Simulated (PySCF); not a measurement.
PySCF 2.14 output of an unrestricted LDA calculation on a single atom or ion in aug-cc-pVDZ-PP with ECP28MDF, with scalar relativity through the core potential:

```
SCF conv_tol = 1e-09
number electrons alpha = 14  beta = 12
    P. A. M. Dirac.,  Math. Proc. Cambridge Philos. Soc. 26, 376 (1930)
    F. Bloch.,  Z. Phys. 57, 545 (1929)
    S. H. Vosko, L. Wilk, and M. Nusair.,  Can. J. Phys. 58, 1200 (1980)
cycle= 1 E= -328.135084255078  delta_E= -0.00941  |g|= 0.026  |ddm|=    1
cycle= 2 E= -328.135455351859  delta_E= -0.000371  |g|= 0.0168  |ddm|= 0.259
cycle= 3 E= -328.135633957691  delta_E= -0.000179  |g|= 0.00278  |ddm|= 0.0973
cycle= 4 E= -328.135636022445  delta_E= -2.06e-06  |g|= 5.04e-05  |ddm|= 0.00538
cycle= 5 E= -328.135636025158  delta_E= -2.71e-09  |g|= 7.58e-07  |ddm|= 0.000414
cycle= 6 E= -328.135636025158  delta_E= -3.98e-13  |g|= 3.27e-09  |ddm|= 5.14e-06
converged SCF energy = -328.135636025158  <S^2> = 2.0001641  2S+1 = 3.0001094
```

The run itself started from symmetry-adapted Hartree-Fock orbitals and held the occupation by maximum overlap, on a logarithmic radial grid, so the iterations belong to that start.

Problem. Which element, charge and spin multiplicity is this?

Solution. Xe (xenon, neutral), multiplicity 3; the state was [Kr] 4d10 5s1 5p6 6s1, high-spin 3S determinant (an excited configuration).

Energies and moments cover only the electrons outside the core potential. The outer electron is Rydberg-like, and this basis confines it to a smaller radius and binds it less than a complete one would.
